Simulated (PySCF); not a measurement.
Potential energy curve for AlH, singlet.

UMP2 = MP2 on UHF/6-31G, 5 core orbitals frozen run with PySCF; RCCSD = CCSD on RHF/6-31G, 5 core orbitals frozen (PySCF); RMP2 = MP2 on RHF/6-31G, 5 core orbitals frozen in PySCF 2.14.0; NEVPT2 = SC-NEVPT2 on CASSCF(4,5)/6-31G, all electrons correlated in PySCF 2.14.0; UKS-TPSSh = unrestricted TPSSh/6-31G in PySCF.

Energies are in eV, each relative to the lowest point of its own curve near equilibrium.

| R / Å | UMP2 | RCCSD | RMP2 | NEVPT2 | UKS-TPSSh |
|---|---|---|---|---|---|
| 1.32 | 1.211 | 1.193 | 1.149 | 1.212 | 1.120 |
| 1.41 | 0.643 | 0.628 | 0.591 | 0.644 | 0.572 |
| 1.51 | 0.262 | 0.252 | 0.225 | 0.263 | 0.214 |
| 1.56 | 0.145 | 0.138 | 0.117 | 0.146 | 0.109 |
| 1.63 | 0.043 | 0.040 | … | 0.044 | 0.025 |
| 1.66 | 0.018 | 0.017 | … | 0.019 | … |
| 1.70 | 0.000 | 0.000 | 0.000 | 0.000 | 0.000 |
| 1.78 | 0.022 | … | 0.022 | … | 0.026 |
| 1.84 | 0.068 | … | 0.068 | 0.034 | 0.074 |
| 1.94 | 0.185 | 0.137 | 0.185 | 0.125 | 0.195 |
| 2.09 | 0.423 | 0.338 | 0.423 | 0.319 | 0.437 |
| 2.23 | 0.681 | 0.557 | 0.681 | 0.534 | 0.698 |
| 2.49 | 1.342 | 0.981 | 1.188 | 0.951 | 1.209 |
| 2.72 | 1.748 | 1.334 | 1.627 | 1.300 | 1.648 |
| 3.03 | 2.049 | 1.740 | 2.171 | 1.701 | 2.126 |
| 3.33 | 2.199 | 2.040 | 2.627 | 1.994 | 2.394 |
| 3.65 | 2.279 | 2.261 | 3.030 | 2.206 | 2.577 |
| 4.12 | 2.329 | 2.440 | 3.462 | 2.371 | 2.742 |
| 4.45 | 2.343 | 2.500 | 3.649 | 2.425 | 2.813 |
| 4.99 | 2.353 | 2.542 | 3.759 | 2.462 | 2.884 |
| 5.79 | 2.357 | 2.557 | 3.564 | 2.476 | 3.015 |
| 6.59 | 2.358 | 2.559 | 3.129 | 2.479 | 3.016 |

Problem. Some entries are withheld; supply them.

Solution. 
- 1.63, RMP2: 0.029
- 1.66, RMP2: 0.010
- 1.66, UKS-TPSSh: 0.008
- 1.78, RCCSD: 0.008
- 1.78, NEVPT2: 0.003
- 1.84, RCCSD: 0.042

The unrestricted determinant behind UMP2 is spin-contaminated at 1.32 to 1.63, 2.49 to 6.59 Å (<S²> up to 1.0, against 0.00 for a pure singlet). The T1 diagnostic of CCSD on the restricted reference of RCCSD, RMP2 exceeds 0.045 at 3.03 to 6.59 Å. The restricted form behind RMP2 keeps the bonding electrons paired and can't separate into open-shell fragments. The unrestricted determinant behind UKS-TPSSh is spin-contaminated at 3.03 to 6.59 Å (<S²> up to 1.0, against 0.00 for a pure singlet).
